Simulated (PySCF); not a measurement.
2-chloronaphthalene, C10H7Cl.
Bonds: Cl1–C2, C2–C3 (aromatic), C3–C4 (aromatic), C4–C5 (aromatic), C5–C6 (aromatic), C6–C7 (aromatic), C7–C8 (aromatic), C8–C9 (aromatic), C9–C10 (aromatic), C10–C11 (aromatic), C2–C11 (aromatic), C5–C10 (aromatic). Hydrogens: H12 on C3; H13 on C4; H14 on C6; H15 on C7; H16 on C8; H17 on C9; H18 on C11.

The same species was optimised twice, with GFN2-xTB and with PBE0-D3(BJ)/def2-SVP (PySCF), and the same property calculations (PySCF, gas phase) were run on both structures.

```tsv
coordinate	GFN2-xTB	PBE0-D3(BJ)/def2-SVP	change
C7–C8 (Å)	1.404	1.414	+0.010
C2–C3 (Å)	1.405	1.415	+0.010
C5–C10 (Å)	1.420	1.429	+0.009
C8–C9 (Å)	1.367	1.375	+0.008
C9–C10 (Å)	1.411	1.419	+0.008
C6–C7 (Å)	1.367	1.375	+0.008
C5–C6 (Å)	1.410	1.418	+0.008
C3–C4 (Å)	1.366	1.373	+0.007
C2–C11 (Å)	1.367	1.374	+0.007
C4–C5 (Å)	1.411	1.419	+0.008
C10–C11 (Å)	1.410	1.418	+0.008
Cl1–C2 (Å)	1.731	1.733	+0.002
C8–C9–C10 (°)	120.6	120.8	+0.2
C5–C10–C9 (°)	119.0	118.8	-0.2
Cl1–C2–C11 (°)	120.0	120.1	+0.1
C5–C10–C11 (°)	119.2	119.3	+0.1
C7–C8–C9 (°)	120.4	120.3	-0.1
C4–C5–C10 (°)	118.8	118.8	0.0
Cl1–C2–C3 (°)	118.6	118.5	-0.1
C6–C5–C10 (°)	119.0	119.0	0.0
```

Rotational constants: A = 2770, B = 587.2, C = 484.5 MHz (GFN2-xTB) against A = 2738, B = 581.3, C = 479.5 MHz (PBE0-D3(BJ)/def2-SVP). Point groups within 0.08 Å: Cs and Cs.

On the GFN2-xTB structure: HOMO (eV) -6.57 [PBE0/pcSseg-1]; LUMO (eV) -1.47 [PBE0/pcSseg-1]; dipole (D) 1.93 [PBE0/pcSseg-1]; GIAO shielding of Cl1 (ppm) 712.2 [PBE0/pcSseg-1]; GIAO shielding of C2 (ppm) 43.3 [PBE0/pcSseg-1]; GIAO shielding of C3 (ppm) 54.0 [PBE0/pcSseg-1]; GIAO shielding of C4 (ppm) 51.7 [PBE0/pcSseg-1]; GIAO shielding of C5 (ppm) 51.6 [PBE0/pcSseg-1]; GIAO shielding of C6 (ppm) 52.9 [PBE0/pcSseg-1]; GIAO shielding of C7 (ppm) 55.3 [PBE0/pcSseg-1]; GIAO shielding of C8 (ppm) 54.2 [PBE0/pcSseg-1].

Task: What do these properties become on the PBE0-D3(BJ)/def2-SVP structure?

Result: 
```tsv
property	level	on GFN2-xTB	on PBE0-D3(BJ)/def2-SVP	change
HOMO (eV)	PBE0/pcSseg-1	-6.57	-6.57	0.00
LUMO (eV)	PBE0/pcSseg-1	-1.47	-1.51	-0.04
dipole (D)	PBE0/pcSseg-1	1.93	1.91	-0.02
energy, GFN2-xTB geometry as zero (kcal/mol)	PBE0/pcSseg-1	0.0	-0.2	-0.2
GIAO shielding of Cl1 (ppm)	PBE0/pcSseg-1	712.2	708.8	-3.4
GIAO shielding of C2 (ppm)	PBE0/pcSseg-1	43.3	41.4	-1.9
GIAO shielding of C3 (ppm)	PBE0/pcSseg-1	54.0	51.6	-2.4
GIAO shielding of C4 (ppm)	PBE0/pcSseg-1	51.7	49.7	-2.0
GIAO shielding of C5 (ppm)	PBE0/pcSseg-1	51.6	49.6	-2.0
GIAO shielding of C6 (ppm)	PBE0/pcSseg-1	52.9	50.8	-2.1
GIAO shielding of C7 (ppm)	PBE0/pcSseg-1	55.3	52.9	-2.4
GIAO shielding of C8 (ppm)	PBE0/pcSseg-1	54.2	51.9	-2.3
```

The heavy atoms differ by 0.013 Å rms after alignment. Among bonds between heavy atoms C2–C3, C5–C10 and C7–C8 change most and about equally (+0.009 to +0.010 Å). Changes are differences of the printed values. Neither structure is proved a minimum here.
